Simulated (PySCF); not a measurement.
A GIAO shielding run with PySCF 2.14 (density fitting, non-relativistic, gas phase) on SMILES S1[Si@H]([SiH3])[SiH2]CN(C)[SiH2]1, C2H13NSSi4:

```
$ OMP_NUM_THREADS=1 python probes_run.py task.json out

{"job": {"kind": "nmr", "xc": "PBE0", "basis": "pcSseg-1"}, "charge": 0, "multiplicity": 1}
C     -2.052829    -0.976982     0.974087
N     -1.348705    -0.372314    -0.122537
C     -1.542844     1.068672    -0.233939
Si    -0.048172     1.983041     0.550494
Si     1.781683     0.924435    -0.438859
Si     3.001115    -0.602675     0.825952
S      0.965410    -0.106716    -2.195343
Si    -0.607483    -1.291027    -1.362463
H     -3.138841    -0.930587     0.828534
H     -1.810061    -0.462931     1.908447
H     -1.763822    -2.021125     1.061943
H     -1.610633     1.339671    -1.290119
H     -2.501288     1.336139     0.216661
H     -0.256013     3.421243     0.340812
H     -0.080028     1.756689     2.003922
H      2.655003     1.871040    -1.144766
H      3.641342     0.115249     1.932823
H      2.137287    -1.625395     1.429445
H      4.055050    -1.321189     0.106995
H     -1.437339    -1.615041    -2.521492
H     -0.047753    -2.473256    -0.716366
```

Hardware: 1 thread of an Arm Neoverse N1, shared host. The job also computes population analyses, field gradients, ring-centre shieldings.

**Question.** How large is the calculation?

**Answer.** 104 electrons, 236 basis functions and 1341 auxiliary functions.

**Question.** How long does it take, and how much memory does it need?

**Answer.** 92 s of wall time, with 12 SCF cycles and 4 response iterations; peak memory 1.1 GiB. Times on a shared host scatter by some tens of per cent.
